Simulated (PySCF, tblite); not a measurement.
Calculations on `O=C1[C]=C1C(F)=C(F)F` [radical], in the order of a workflow; each names the level of the geometry that it ran on. Settings lines and outputs come from a driver script.

Species: C5F3O (doublet state).
Bonds: O1–C2 (double), C2–C3, C3–C4 (double), C4–C5, C5–F6, C5–C7 (double), C7–F8, C7–F9, C2–C4.

Step 1: GFN2-xTB geometry optimisation, gas phase (tblite 0.8.0) (from a force-field or distance-geometry start)
```json
{"job": {"kind": "relax", "xc": "GFN2-xTB", "basis": "xTB"}, "charge": 0, "multiplicity": 2}
```
```
step      E/eV     max force
  0    -781.68490    9.279
  1    -781.31207   18.669
  2    -782.28621    2.558
...
 35    -782.44937    0.020
 36    -782.44940    0.029
 37    -782.44944    0.029
 38    -782.44947    0.016
 39    -782.44947    0.006
```

Energy lowered by 17.6 kcal/mol over 39 steps; largest atomic force 0.006 eV/Å at the end. «max force» is the largest atomic force in eV/Å.

On an Arm Neoverse V2 with one thread, shared host, this took 0.14 s.

Step 2: GFN2-xTB harmonic vibrations, gas phase (tblite 0.8.0) (on the GFN2-xTB geometry)
```json
{"job": {"kind": "ir", "xc": "GFN2-xTB", "basis": "xTB"}, "charge": 0, "multiplicity": 2}
```
```
(table of modes left out)
```

21 modes from 7 to 2071 cm⁻¹ (unscaled, harmonic); zero-point energy 21.7 kcal/mol; all wavenumbers are real at this level.

Time: 0.17 s. Hardware: an Arm Neoverse V2 with one thread, shared host with 192 logical CPUs at a one-minute load of 73.

Step 3: UKS B3LYP, pcH-1 on C F O, non-relativistic, mean-field spin-orbit, GIAO (PySCF 2.14.0) (on the GFN2-xTB geometry)
```json
{"job": {"kind": "epr", "basis": "pcH-1"}, "charge": 0, "multiplicity": 2}
```
```
...
E = -565.10238400 Eh   <S^2> = 0.7548 (exact 0.7500)
g shifts (ppm)      1          2          3
  rmc          -217       -217       -217
  gc             19         15         18
  oz_so       -1383       -817       3185
  total       -1581      -1019       2986
hyperfine (MHz)  atom isotope    a_iso     a_fc   dipolar eigenvalues
    0   17O     -15.02     -15.02    -66.37     32.33     34.04
    1   13C      -9.82      -9.82    -18.91    -10.40     29.31
    2   13C     188.06     188.06    -47.45    -43.46     90.91
    3   13C       2.17       2.17    -30.26    -23.45     53.70
    4   13C      24.86      24.86     -7.94      0.66      7.28
    5   19F      64.30      64.30    -48.12    -24.35     72.47
    6   13C       8.67       8.67     -8.50     -7.03     15.53
    7   19F      18.09      18.09    -25.41    -17.11     42.52
    8   19F      13.59      13.59    -24.80    -21.41     46.21
```

⟨S²⟩ 0.755; g_iso 2.0024. rmc, gc and oz_so are the mass-correction, gauge-correction and orbital-Zeeman/spin–orbit parts of the g shift along its three principal axes; a_iso is the isotropic hyperfine coupling and a_fc its Fermi-contact part. The log counts atoms from 0, this text from 1.

Hardware: one thread, Arm Neoverse V2 (aarch64), no GPU, shared host with 192 logical CPUs at a one-minute load of 61. Cost: 37 s of wall time (grids of density and orbitals included), 0.88 GiB resident at most.

Geometry of the electronic-property runs (GFN2-xTB):
```
atom  x, y, z in Å
O1     2.5400    0.3417   -1.0068
C2     1.9533   -0.3519   -0.2614
C3     1.6660   -1.4232    0.6158
C4     0.6427   -0.5709    0.4239
C5    -0.6464   -0.0143    0.6080
F6    -1.1265    0.0219    1.8646
C7    -1.3994    0.4962   -0.3833
F8    -1.0097    0.5102   -1.6437
F9    -2.6064    0.9963   -0.2424
```

 (This holds for the electronic-property runs.)

One conformer stands for the species.
